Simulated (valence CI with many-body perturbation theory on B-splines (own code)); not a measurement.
E1 line list for Fe XXI

Level of theory: relativistic CI+MBPT: four valence electrons over a frozen Dirac-Fock core [He], a basis of 11 s, 11 p, 10 d, 8 f, 5 g, 2 h functions for each j, with the one-electron correlation potential Σ1 (screened to all orders), the two-electron term Σ2, the three-electron term Σ3, Breit, model QED; selected single and double excitations, second order for the rest, scaled by the run's own slope (own B-spline code, finite nucleus).

No measured levels were compared; by estimate levels of excited configurations hold to 0.05 to 0.15 % of their energy, terms of the ground configuration to about 0.5 %. Among the levels kept, up to 1000 cm⁻¹ of a level comes from second order outside the variational space, and about a tenth of that is noise between levels of different J, which matters for small intervals.

Lines 51 to 100 of 550 in falling wavelength, among levels below 1171.2 eV, chosen from the strongest by gf and those to the six lowest levels. Wavelengths and rates use the calculated energies, so an error of 500 cm⁻¹ moves a line at 477.1 Å by 0.24 % and its rate by three times that or more. Electric multipoles are in the length gauge with retardation, E1 and E2 with the static RPA response of the core. Weak lines are less certain than strong ones. Lines between different terms over intervals too small for the method are left out, as are lines whose strength nearly cancels. Where a level lies close to another of its J and parity, the split of strength between their lines is uncertain. The highest levels of a list are the least certain.

Names give the largest LS component (configuration and term), which can be under half, so a name can repeat, a term be missing and a line seem to break the LS rules; names also repeat where a configuration has a term twice. Letters in brackets count levels of one name in rising energy.

```
λ vac (Å)              Upper              Lower   A (s⁻¹)  S (a.u.) with core polarisation  S without
    477.1   2s2p²3d ⁵F_3 [b]      2s2p²3p ⁵P°_2  9.85e+08                         3.70e-01   3.70e-01
    477.1   2s2p²3d ³F_3 [b]  2s2p²3p ¹D°_2 [a]  4.37e+08                         1.64e-01   1.64e-01
    476.4  2s2p²3p ³S°_1 [b]   2s2p²3s ³P_2 [b]  1.43e+09                         2.28e-01   2.28e-01
    476.3   2s2p²3d ⁵F_3 [b]      2s2p²3p ⁵D°_3  4.19e+08                         1.56e-01   1.56e-01
    475.3      2s2p²3p ³F°_3       2s2p²3s ³D_2  1.65e+09                         6.14e-01   6.14e-01
    475.0        2p³3d ³D°_3     2p³3p ³P_2 [a]  1.30e+09                         4.81e-01   4.81e-01
    473.5   2s2p²3d ³F_2 [b]  2s2p²3p ³D°_1 [b]  7.21e+08                         1.89e-01   1.89e-01
    473.0   2s2p²3d ¹D_2 [c]  2s2p²3p ¹P°_1 [c]  1.01e+09                         2.63e-01   2.63e-01
    467.7   2s2p²3d ³D_3 [e]  2s2p²3p ³P°_2 [d]  9.69e+08                         3.43e-01   3.43e-01
    467.3  2s2p²3p ³P°_2 [d]   2s2p²3s ³P_2 [b]  1.42e+09                         3.57e-01   3.57e-01
    466.8       2s²2p3p ³D_3      2s²2p3s ³P°_2  1.75e+09                         6.14e-01   6.15e-01
    466.7   2s2p²3d ¹D_2 [b]  2s2p²3p ³P°_1 [d]  9.47e+08                         2.38e-01   2.38e-01
    465.9      2s²2p3d ³F°_3       2s²2p3p ³D_2  1.51e+09                         5.29e-01   5.29e-01
    464.6   2s2p²3d ³F_2 [c]  2s2p²3p ³D°_1 [c]  1.22e+09                         3.01e-01   3.01e-01
    464.2   2s2p²3d ³D_2 [c]  2s2p²3p ³P°_1 [c]  1.34e+09                         3.31e-01   3.31e-01
    458.4      2s2p²3p ⁵D°_4       2s2p²3s ⁵P_3  2.15e+09                         9.20e-01   9.21e-01
    458.1       2s2p²3d ⁵F_2      2s2p²3p ⁵D°_1  1.10e+09                         2.61e-01   2.61e-01
    455.1      2s2p²3p ⁵D°_3       2s2p²3s ⁵P_2  2.04e+09                         6.64e-01   6.64e-01
    454.3      2s2p²3p ⁵P°_2       2s2p²3s ⁵P_2  1.15e+09                         2.66e-01   2.66e-01
    452.6  2s2p²3p ³P°_2 [c]       2s2p²3s ³S_1  1.72e+09                         3.93e-01   3.93e-01
    448.4      2s2p²3p ³F°_4       2s2p²3s ³D_3  2.35e+09                         9.41e-01   9.41e-01
    448.1   2s2p²3d ³D_2 [d]  2s2p²3p ¹P°_1 [b]  1.09e+09                         2.41e-01   2.41e-01
    447.1   2s2p²3d ³D_3 [e]  2s2p²3p ³D°_3 [c]  4.94e+08                         1.52e-01   1.52e-01
    446.9      2s²2p3d ³D°_3       2s²2p3p ³P_2  1.09e+09                         3.36e-01   3.36e-01
    446.6  2s²2p3d ³P°_2 [a]   2s²2p3p ³P_1 [a]  1.52e+09                         3.35e-01   3.35e-01
    445.2       2s²2p3p ³S_1      2s²2p3s ³P°_2  1.65e+09                         2.15e-01   2.15e-01
    443.9      2s2p²3p ⁵D°_2       2s2p²3s ⁵P_1  1.84e+09                         3.98e-01   3.98e-01
    443.7      2s²2p3d ¹D°_2   2s²2p3p ³P_1 [b]  1.15e+09                         2.48e-01   2.48e-01
    442.4       2s2p²3d ³G_3      2s2p²3p ³F°_2  1.60e+09                         4.78e-01   4.78e-01
    441.1       2s2p²3d ¹G_4  2s2p²3p ³D°_3 [b]  4.05e+08                         1.54e-01   1.54e-01
    440.7       2s²2p3p ³P_2      2s²2p3s ³P°_2  1.80e+09                         3.80e-01   3.80e-01
    439.0   2s2p²3d ³F_4 [a]  2s2p²3p ³D°_3 [a]  1.84e+09                         6.91e-01   6.91e-01
    437.4  2s2p²3p ³D°_2 [b]       2s2p²3s ³D_3  9.82e+08                         2.03e-01   2.03e-01
    435.7       2s²2p3p ³D_2      2s²2p3s ³P°_1  2.07e+09                         4.23e-01   4.23e-01
    433.4       2s2p²3d ⁵P_3      2s2p²3p ⁵P°_3  1.14e+09                         3.21e-01   3.21e-01
    433.2   2s2p²3d ³D_2 [e]  2s2p²3p ³P°_2 [d]  7.72e+08                         1.55e-01   1.55e-01
    432.0  2s2p²3p ¹D°_2 [a]       2s2p²3s ³D_1  8.89e+08                         1.77e-01   1.77e-01
    431.9   2s2p²3d ³F_2 [a]  2s2p²3p ³D°_1 [a]  1.40e+09                         2.79e-01   2.79e-01
    431.2   2s2p²3d ³P_2 [a]      2s2p²3p ⁵P°_1  1.26e+09                         2.49e-01   2.49e-01
    430.9  2s2p²3p ³D°_2 [c]   2s2p²3s ³P_1 [b]  2.23e+09                         4.40e-01   4.40e-01
    430.6   2s2p²3d ³F_3 [a]  2s2p²3p ³D°_2 [a]  1.66e+09                         4.58e-01   4.58e-01
    430.5      2s²2p3d ¹F°_3       2s²2p3p ¹D_2  1.86e+09                         5.11e-01   5.11e-01
    425.9   2s²2p3p ³P_1 [a]      2s²2p3s ³P°_0  1.56e+09                         1.78e-01   1.78e-01
    422.9      2s²2p3d ³D°_3       2s²2p3p ³D_3  6.22e+08                         1.63e-01   1.63e-01
    422.4      2s²2p3d ³F°_2       2s²2p3p ³D_1  1.67e+09                         3.11e-01   3.11e-01
    421.0  2s2p²3p ³P°_1 [c]   2s2p²3s ³P_1 [b]  1.15e+09                         1.27e-01   1.27e-01
    419.7  2s²2p3d ³P°_2 [b]       2s²2p3p ³P_2  6.88e+08                         1.25e-01   1.25e-01
    415.7  2s²2p3d ³P°_2 [b]       2s²2p3p ³S_1  8.98e+08                         1.59e-01   1.59e-01
    415.2      2s²2p3d ³P°_1       2s²2p3p ³S_1  1.26e+09                         1.33e-01   1.33e-01
    414.7  2s2p²3p ³D°_2 [b]       2s2p²3s ³D_2  1.06e+09                         1.87e-01   1.87e-01
```
